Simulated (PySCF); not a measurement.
A PySCF script (with the pyscf-properties extension) for the NMR shieldings of `COc1cp(CP)cc1C`, C₇H₁₂OP₂, on a GFN2-xTB geometry:

```python
import basis_set_exchange as bse
import numpy as np
from pyscf import gto, dft
from pyscf.prop import nmr

atoms = """
C    -2.518400   -1.362712   -1.060856
O    -2.038816   -0.103551   -0.655076
C    -0.955750   -0.098395    0.152313
C    -0.277899   -1.150605    0.664486
P     1.020020   -0.592991    1.784336
C     2.535759   -0.961365    0.744385
P     2.182357   -0.960544   -1.083696
C     0.695876    1.108679    1.280416
C    -0.399486    1.205824    0.505786
C    -1.020817    2.456811   -0.010527
H    -1.741855   -1.925716   -1.588632
H    -3.352538   -1.168521   -1.732976
H    -2.866387   -1.947910   -0.203264
H    -0.541548   -2.188527    0.563106
H     2.881539   -1.962618    1.021555
H     3.314747   -0.242968    1.011097
H     1.874368    0.396467   -1.165775
H     3.509109   -0.725122   -1.454244
H     1.253427    1.947572    1.664014
H    -1.061661    2.427824   -1.098443
H    -0.458144    3.330686    0.307942
H    -2.044309    2.537068    0.353203
"""
names = dict.fromkeys(["C", "O", "P", "H"], "pcSseg-1")
basis = {el: gto.basis.parse(bse.get_basis(n, elements=[el], fmt="nwchem")) for el, n in names.items()}
mol = gto.M(atom=atoms, basis=basis, charge=0, verbose=0)
mf = dft.RKS(mol, xc="PBE0")
mf.grids.level = 2
mf.grids.alignment = dft.numint.BLKSIZE   # the property module wants whole blocks of grid points
mf.conv_tol = 1e-9
mf.kernel()

calc = nmr.RKS(mf)   # GIAO
C = mf.mo_coeff
Co = C[:, mf.mo_occ > 0]
resp = mf.gen_response(singlet=True, hermi=2)
def vind(x):   # induced exchange potential for any number of trial vectors
    d = np.einsum("pi,xij,qj->xpq", C, 2 * x.reshape(-1, C.shape[1], Co.shape[1]), Co, optimize=True)
    return np.einsum("xpq,pi,qj->xij", resp(d - d.transpose(0, 2, 1)), C, Co, optimize=True).ravel()
mo1, _ = nmr.rhf.solve_mo1(calc, with_cphf=vind)
sigma = calc.kernel(mo1)
for i, s in enumerate(sigma):   # ppm
    print("%2d %-2s %9.2f" % (i, mol.atom_pure_symbol(i), np.trace(s) / 3))
```

Q: Give the expected output.

A: 
```
 0 C     129.01
 1 O     211.87
 2 C      15.19
 3 C      82.77
 4 P     356.69
 5 C     175.69
 6 P     527.80
 7 C      48.77
 8 C      31.84
 9 C     168.04
10 H      27.78
11 H      27.49
12 H      27.89
13 H      26.89
14 H      29.92
15 H      29.43
16 H      29.60
17 H      29.68
18 H      25.41
19 H      29.40
20 H      29.55
21 H      29.48
```

These numbers come from an equivalent density-fitted implementation of the same equations, which agrees with the script to about 0.01 ppm for H and up to a few tenths of a ppm for heavy atoms, so last digits may differ.

Size and cost of the density-fitted run: 244 basis functions, 65 s wall time on 1 thread of an Arm Neoverse V2, shared host; peak memory 1.1 GiB.
